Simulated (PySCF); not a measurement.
Species: C₂H₁₁BN₂.
InChI=1S/C2H11BN2/c1-2-3(4)5/h3H,2,4H2,1,5H3/t3-/m1/s1

Torsions of this conformer, `[CH3:1][CH2:2][B@H-:3]([NH2:4])[NH3+:5]`: C1–C2–B3–N4 172°, H–N4–B3–C2 4°, H–N4–B3–C2 131°.

The closed-shell ground state was solved at several levels (PySCF, density fitting, gas phase, non-relativistic). Isolated species at its PBE0-D3(BJ)/def2-SVP geometry (one conformer only).

```tsv
level	basis functions	total energy (Eh)	HOMO (eV)	LUMO (eV)	gap (eV)	dipole (D)
B3LYP/def2-TZVP	221	-217.3329	-5.97	0.03	6.00	3.28
KT2/pcJ-1	245	-220.9196	-4.80	-0.30	4.50	3.24
BHandHLYP/pcSseg-1	140	-217.0684	-7.44	1.32	8.76	3.46
BP86/pcSseg-1	140	-217.2067	-4.76	-0.14	4.62	3.36
PBE0/6-311+G(2d,p)	201	-217.0377	-6.24	-0.34	5.90	3.27
CAM-B3LYP/pcSseg-1	140	-217.0908	-7.50	1.47	8.97	3.44
PBE/pcJ-1	245	-216.9511	-4.63	-0.19	4.44	3.30
```

Problem. What might PBE0/aug-cc-pVDZ (214 basis functions) give for the same quantities?

Solution. Total energy -216.9974 Eh, HOMO -6.23 eV, LUMO -0.53 eV, gap 5.70 eV, dipole 3.26 D.

Problem. Over all these levels, which gives the widest orbital gap and which the narrowest?

Solution. CAM-B3LYP/pcSseg-1 (range-separated hybrid) has the widest, 8.97 eV, and PBE/pcJ-1 (GGA) the narrowest, 4.44 eV. Functional and basis both differ between the two, so the spread mixes both effects.

Problem. How far do the dipole and the HOMO energy spread over the levels?

Solution. The dipole runs from 3.24 to 3.46 D (mean 3.33 D) and the HOMO from -7.50 to -4.63 eV.
